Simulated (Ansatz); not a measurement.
Consider the ligand exchange at a B–N bond: `BN1B[SiH2]1` + `COCN` → `BNCOC` + `B1N[SiH2]1`.

Gas-phase electronic energies from Ansatz, PBE0-D4/def2-TZVP geometries. CCSD(T)/CBS adds triple-zeta CCSD(T) − MP2 to the extrapolated MP2 energy (def2 sets, frozen cores). This one scheme is used for every species. Functionals use def2-TZVPP. B3LYP here is the variant with VWN-RPA as its local correlation; programs differ in this. Each species was taken in one conformer, which may not be the lowest.

(1) Is it downhill or uphill in electronic energy at CCSD(T)/CBS, and by how much? (Estimate.)

(2) What do these levels give: ωB97X-V, ωB97M-V, B3LYP, CCSD/def2-TZVPP, HF/CBS(def2), MP2/CBS(def2)? (An estimate is asked.)

Largest T1 diagnostic among the species: 0.014.

## Answers

(1) Ansatz gave: Downhill: ΔE = -56.6 kJ/mol.

(2) The calculation gave: ωB97X-V -55.7, ωB97M-V -57.9, B3LYP -57.6, CCSD/def2-TZVPP -55.6, HF/CBS(def2) -43.5, MP2/CBS(def2) -55.7 kJ/mol.

In def2-TZVPP, CCSD(T) changes the Hartree–Fock value by −13.5 kJ/mol (the triples alone add −1.4 kJ/mol) and MP2 by −12.6 kJ/mol.
